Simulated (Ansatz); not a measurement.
Cost and result up the ladder for N-butylpyridinium tetrafluoroborate, `CCCC[n+]1ccccc1.F[B-](F)(F)F` (29 atoms). The state is a singlet with charge 0. Geometry: r2SCAN-D4/def2-SVP.

```xyz
29

C    -4.027    1.353   -0.856
C    -3.061    0.388   -0.180
C    -1.597    0.713   -0.472
C    -0.663   -0.272    0.219
N     0.756    0.026   -0.070
C     1.363   -0.577   -1.112
C     2.684   -0.296   -1.419
C     3.393    0.598   -0.618
C     2.757    1.181    0.478
C     1.435    0.864    0.739
H    -3.858    2.389   -0.519
H    -5.073    1.096   -0.631
H    -3.907    1.337   -1.952
H    -3.221    0.397    0.913
H    -3.272   -0.646   -0.506
H    -1.368    1.742   -0.139
H    -1.419    0.692   -1.564
H    -0.759   -0.267    1.312
H    -0.828   -1.311   -0.091
H     0.762   -1.297   -1.666
H     3.154   -0.808   -2.261
H     4.443    0.816   -0.828
H     3.286    1.853    1.157
H     0.888    1.246    1.601
F     1.885   -3.332    2.544
B     1.641   -2.269    1.712
F     2.830   -1.714    1.200
F     0.835   -2.667    0.604
F     0.942   -1.235    2.406
```

Ansatz on 4 threads of Arm Neoverse N1 on a shared host. Times are rough, and most runs start from the orbitals of an earlier one. PBE0-D4/def2-TZVP serves as the yardstick here, not as an exact answer. Differences are given only for rows in sets of like size (and for xTB, whose basis is part of the method), since another set adds its own error. Binding counts from free atoms at the same level (C triplet, N quartet, H doublet, F doublet, B doublet; other spins of the atoms weren't run), without zero-point energy or a counterpoise term.

B3LYP takes the VWN-RPA correlation. Correlated methods freeze 15 core orbitals. The rows differ in basis, and correlated rows in double-zeta sets carry the largest basis error.

Run but left out: HF/STO-3G, HF/6-31G (restricted singlet, unstable in another Hartree–Fock run and untested here).

Correlated methods converge slowly with the basis, most of all in double-zeta sets.

```json
{"level": "MP2/def2-SVP", "functions": "280", "binding energy per atom (eV)": "4.49", "difference from PBE0-D4/def2-TZVP (eV)": "–", "remarks": "restricted SCF unstable"}
{"level": "PBE-D4/def2-TZVP (with forces)", "functions": "549", "binding energy per atom (eV)": "4.70", "difference from PBE0-D4/def2-TZVP (eV)": "0.09", "remarks": "–"}
{"level": "PBE-D4/def2-SVP", "functions": "280", "binding energy per atom (eV)": "4.77", "difference from PBE0-D4/def2-TZVP (eV)": "–", "remarks": "–"}
{"level": "r2SCAN-D4/def2-TZVP (with forces)", "functions": "549", "binding energy per atom (eV)": "4.58", "difference from PBE0-D4/def2-TZVP (eV)": "-0.02", "remarks": "–"}
{"level": "PBE0-D4/def2-SVP", "functions": "280", "binding energy per atom (eV)": "4.67", "difference from PBE0-D4/def2-TZVP (eV)": "–", "remarks": "–"}
{"level": "B3LYP-D4/6-31G", "functions": "163", "binding energy per atom (eV)": "4.46", "difference from PBE0-D4/def2-TZVP (eV)": "–", "remarks": "–"}
{"level": "PBE0-D4/def2-TZVP", "functions": "549", "binding energy per atom (eV)": "4.60", "difference from PBE0-D4/def2-TZVP (eV)": "0.00", "remarks": "–"}
```

(1) Estimate how long each takes.

Results:

(1) B3LYP-D4/6-31G 9.5 s; PBE-D4/def2-SVP 10 s; PBE0-D4/def2-SVP 21 s; MP2/def2-SVP 24 s; PBE-D4/def2-TZVP (with forces) 29 s; r2SCAN-D4/def2-TZVP (with forces) 50 s; PBE0-D4/def2-TZVP 76 s. On shared hardware such times vary by a factor of up to 3.
